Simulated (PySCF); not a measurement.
SMILES [OH][Ga]([CH2]C=C)[OH], PBE0/def2-SVP optimised geometry. Atoms within 1.6 Å of the plane z = 1.2 Å (x, y, z in Å): Ga1 (-0.09, 0.06, 0.00), C2 (-1.30, -1.50, -0.05), H5 (-2.11, -1.27, 0.66), H6 (-0.76, -2.39, 0.31), O10 (-0.78, 1.70, 0.00), H11 (-0.10, 2.39, -0.02), O12 (1.70, 0.06, 0.00), H13 (2.11, -0.81, -0.02).

Calculation: PBE0/def2-TZVP (PySCF 2.14.0).

Map of the electron localisation function on the plane z = 1.2 Å:

```
|                           |
|                           |
|                           |
|                           |
|                           |
|        ....               |
|       .:--:..             |
|       :=++=-.             |
|       :=+*+=:             |
|       .-=++=-.    ..      |
|        .:-=-:   .:-:.     |
|          ....  .-++=:     |
|           .....-+**=:     |
|          .....:=+*+-.     |
|    :**=:.:::...-==-:      |
|   .#@@@*-:-:...:::..      |
|   -@@@@@=:::.   ...       |
|   -@@@@@+:..              |
|   .%@@@#-::.              |
|    -##*-:=*+:             |
|     .:..-#%%+.            |
|         -%@@#.            |
|         -#%%+             |
|         .-+=.             |
|                           |
|                           |
|                           |
```
Scale: ten equal steps from 0.000 (start of ' ') to 0.990 (end of '@'), in the order ' .:-=+*#%@'; x runs from -4.50 to 4.50, y from -4.50 (bottom) to 4.50 (top).
